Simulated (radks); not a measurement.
Task: These are the eigenvalues of the occupied orbitals of an atom or ion with whole-number occupations (hartree). Calculated with a radial shooting solver on a logarithmic mesh with Libxc functionals: Dirac Kohn-Sham, AM05, spin-unpolarised, spherical densities, finite nucleus; Fermi nuclear charge, rms radius of each element as measured or else 0.836 A^(1/3) + 0.57 fm.

| orbital | eigenvalue |
|---|---|
| 1s1/2 | -1969.663 |
| 2s1/2 | -329.5381 |
| 2p1/2 | -313.5999 |
| 2p3/2 | -284.2378 |
| 3s1/2 | -74.93203 |
| 3p1/2 | -67.96578 |
| 3p3/2 | -61.87121 |
| 3d3/2 | -49.86174 |
| 3d5/2 | -48.53010 |
| 4s1/2 | -16.40867 |
| 4p1/2 | -13.65734 |
| 4p3/2 | -12.27921 |
| 4d3/2 | -7.73599 |
| 4d5/2 | -7.48436 |
| 5s1/2 | -3.49435 |
| 5p1/2 | -2.69629 |
| 5p3/2 | -2.48601 |
| 4f5/2 | -2.03856 |
| 4f7/2 | -2.00131 |

Which element is it, and in what charge state? The configuration may be excited. Open shells, if any, fill j = l - 1/2 first.

Result: Z = 66, dysprosium, charge +4: Dy4+ in [Xe] 4f8. The list shows which subshells hold electrons but not how many an open one holds; the 1s level, -1969.7 hartree, gives Z - s = 62.8 by -(Z - s)^2/2, which with screening and relativity narrows Z to a few neighbours, and the depths of the outer levels then fix element, charge and occupations together.
